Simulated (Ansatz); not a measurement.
Ideal-gas functions of BClFH₄NSn (`N[BH][SnH]([F])[Cl]`) at 600 K and 1 bar, from an Ansatz frequency run at PBE0-D4/def2-TZVP.

Molar mass 202.01 g/mol, point group C1 (symmetry number 1), electronic degeneracy 1, moments of inertia 156.012, 352.222, 390.086 u Å². Harmonic wavenumbers (cm⁻¹, unscaled): 62, 95, 131, 167, 266, 368, 493, 518, 568, 588, 597, 723, 873, 915, 1133, 1370, 1642, 1958, 2664, 3566, 3665.

Use S(trans) = R[1.5 ln M + 2.5 ln T − 1.1517]; rotational temperatures θ = 24.2544 K / I; S(rot) = R[ln(√π/σ · √(T³/θAθBθC)) + 1.5]; for each mode x = 1.438777 ν̃/T, S = R[x/(eˣ − 1) − ln(1 − e⁻ˣ)] and H = RT x/(eˣ − 1); 1 cm⁻¹ = 0.0119627 kJ/mol; R = 8.31446 J/(mol·K).

Problem. By hand: the entropy, in J/(mol·K).

Solution. Translation 189.6. Rotation: θ = 0.1555, 0.0689, 0.0622 K, giving 127.4. Vibration, mode by mode: 24.17, 20.63, 17.98, 15.98, 12.19, 9.62, 7.39, 7.03, 6.36, 6.11, 6.01, 4.71, 3.54, 3.27, 2.17, 1.38, 0.81, 0.44, 0.10, 0.02, 0.01, in all 149.9. Electronic 0.0. Sum 466.9 J/(mol·K).

Problem. By hand: H − E and G − E in kJ/mol, counted from the electronic energy.

Solution. Zero-point energy ½ × 22362 × 0.0119627 = 133.8; thermal vibration 43.0; translation, rotation and pV give 4 RT = 20.0. H − E = 196.8 kJ/mol, and G − E = 196.8 − 600 × 466.9/1000 = -83.3 kJ/mol.

Vibration gives 32 % of the entropy, 62.8 J/(mol·K) of it from the modes under 150 cm⁻¹: soft modes count most, and the harmonic formula is weakest for them. The sum counts one conformer and one mirror image; others add a mixing term.
